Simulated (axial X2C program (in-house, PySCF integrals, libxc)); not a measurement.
Which molecule has these constants?

Computed with an in-house relativistic program for diatomic molecules, spin-free (one-electron X2C) or two-component (2c: spin–orbit coupling with atomic mean-field Coulomb and Gaunt terms, which also bring small scalar terms), in Dyall basis sets with cores contracted in-house; open shells are unrestricted.

A two-component PBE0 calculation in a Dyall 3-zeta basis gave Re = 2.778 Å, ωe = 150.3 cm⁻¹, De = 0.95 eV, Ω = 1/2.

Which molecule is it?
A. NaTi⁻
B. NaCu⁻
C. NaBr⁻
D. NaMn⁻
E. NaCa⁻

B. The others have NaMn⁻ 3.630 Å and 80.8 cm⁻¹ (Ω = 5/2); NaTi⁻ 3.345 Å and 107.1 cm⁻¹ (Ω = 4); NaBr⁻ 2.661 Å and 213.6 cm⁻¹ (Ω = 1/2); NaCa⁻ 3.959 Å and 89.4 cm⁻¹ (Ω = 0).

Each entry is the lowest single determinant of a limited PBE0 search at one distance. De goes to single-determinant-based atoms at the same level (for ions the charge split of lowest energy) and is withheld (n/a) where an atom does not fit its ground term or J level. Main or longest-lived isotopes. One determinant is a doubtful description, or other states lie close, for NaMn⁻, NaTi⁻, NaCa⁻; these need not be ground states, and all values refer to the states named. Some open-shell Ω = 0 determinants are out of reach, so the Ω given for NaTi⁻ need not be the lowest component. With several unpaired electrons the Ω given is that of one determinant, not necessarily of the lowest component. The functionals have no current term, which raises determinants with orbital currents.
